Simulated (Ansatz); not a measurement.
Ansatz (a first-principles code) input for 1-bromo-1,2,2-trichloroethene (C2BrCl3), SMILES ClC(Cl)=C(Cl)Br, PBE/def2-SVPD. Geometry: B3LYP-D3(BJ)/def2-SVP.

Ansatz 0.2 input:
```yaml
crystal:
  periodic: [false, false, false]
  atoms:
    - {symbol: Cl, position_ang: [2.02221401, -0.97201474, 0.00000000]}
    - {symbol: C, position_ang: [0.29637295, -1.00251421, 0.00000000]}
    - {symbol: Cl, position_ang: [-0.41317575, -2.57874762, 0.00000000]}
    - {symbol: C, position_ang: [-0.45664287, 0.11890749, 0.00000000]}
    - {symbol: Cl, position_ang: [-2.18087800, 0.06226464, 0.00000000]}
    - {symbol: Br, position_ang: [0.30522557, 1.84588862, 0.00000000]}
basis:
  gaussian:
    orbitals: def2-SVPD
hamiltonian:
  xc: {name: PBE}
```

Output:

```
WARN ansatz: RAYON_NUM_THREADS=1 ignored (pool sized by the plan → 1); use --threads N
Functional definition: PBE
integrals: 0.15 GiB planned
1605 factors; their error is unknown
mean field: 0.71 GiB planned
mean field evaluation 1: about -109634.2295 eV, gradient 4.0e1 eV
mean field evaluation 2: about -109619.9814 eV, gradient 8.2e1 eV
mean field evaluation 4: about -109637.9288 eV, gradient 3.1e0 eV
mean field evaluation 8: about -109637.8794 eV, gradient 1.6e-1 eV
mean field evaluation 16: about -109637.8795 eV, gradient 9.5e-6 eV
mean field -109637.87947360 eV, -4029.1177554309 hartree, gradient 9.5e-6 eV, S^2 0.000000; 0 other end points of the search recorded, 0 dependent functions left out
reference -109637.87952650 eV, -4029.1177573751 hartree; 49, 49 occupied and 113, 113 virtual orbitals, 1605 factors
Total energy: -109637.87952650 eV, -4029.1177573751 hartree
```

Self-consistency was reached.

Cost: roughly 5 core-seconds.
